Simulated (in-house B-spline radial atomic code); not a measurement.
How numerical settings move a run on the chlorine ion Cl⁺, [Ne] 3s2 3p4. Computed with an all-electron radial atomic-structure program (B-spline basis): non-relativistic LDA PW92, spin-polarised, spherical fractional occupations, point nucleus.

Command:
```bash
python run_scf.py task.json out
```
Settings of the sound reference run:
```
Z                17
electrons        16
configuration    [Ne] 3s2 3p4
hamiltonian      nr
method           lda,pw
spin_polarised   True
knot_spacing     0.22
spline_order     8
gauss_points     12
box_radius       35.29
max_iterations   70
damping          0.5
damped_steps     3
diis_vectors     10
tolerance        1e-08
start            Thomas-Fermi
```

Run time, properties included: 0.2 s on 1 thread of Intel(R) Xeon(R) Platinum 8488C, with other jobs on the host.

It converges in 9 iterations to -458.178514 hartree, with 3p down at -18.4343 eV. The other runs change the listed settings, some to values that make no sense; their results aren't properties of the atom or ion. Radii are in bohr (the nuclear one in fm), a minus after a letter asks for a j subshell, and «unchanged» means within 1e-8 hartree. The run stops when the residual is below 10 × tolerance × max(1, Z/10), or a noise floor if that is larger, and the energy moves by less than 1e-8 × √|E| hartree; so very loose and very tight tolerances often act alike.

| changed settings | outcome |
| --- | --- |
| spline_order = 3 | converged in 9 iterations, energy +8.52e-03 hartree from the reference, 3p down level -1.9e-03 eV |
| max_iterations = 12, damping = 0.95, diis_vectors = 0, start = bare nucleus | not converged after 12 iterations, last residual 3.6e-01, last energy +2.14e+00 hartree from the reference |
| electrons = 17, configuration = [Ne] 3s2 3p4 4p-1, max_iterations = 100 | stopped with error: j subshells need the Dirac Hamiltonian and l > 0 |
| damping = 0.2 | converged in 9 iterations, energy unchanged, 3p down level -1.9e-06 eV |
| damped_steps = 0 | converged in 7 iterations, energy unchanged, 3p down level +1.7e-06 eV |
| damped_steps = 8 | converged in 13 iterations, energy unchanged, 3p down level +5.4e-06 eV |
| spline_order = 4 | converged in 9 iterations, energy +1.18e-04 hartree from the reference, 3p down level -4.7e-05 eV |
| damped_steps = 1 | converged in 8 iterations, energy unchanged, 3p down level -4.8e-06 eV |
| gauss_points = 3, max_iterations = 75, damping = 0, start = bare nucleus | converged in 10 iterations, energy -1.17e+05 hartree from the reference, 3p down level +4.2e+00 eV |
| spline_order = 5 | converged in 9 iterations, energy +3.06e-06 hartree from the reference, 3p down level -1.7e-06 eV |
| damping = 0 | converged in 10 iterations, energy unchanged, 3p down level -2.1e-06 eV |
| max_iterations = 75, damping = 0.8, damped_steps = 8 | converged in 14 iterations, energy unchanged |

(1) What happens with damping = 0.95?

(2) What happens with electrons = 19, configuration = [Ne] 3s2 3p7, max_iterations = 75?

(3) What happens with damping = 0.8?

(4) What happens with spline_order = 7, max_iterations = 12?

Answers

(1) Converged in 10 iterations, energy unchanged, 3p down level -3.9e-06 eV.

(2) Stopped with error: shell 3p holds at most 3 electrons (per spin).

(3) Converged in 10 iterations, energy unchanged, 3p down level -1.5e-06 eV.

(4) Converged in 9 iterations, energy unchanged.
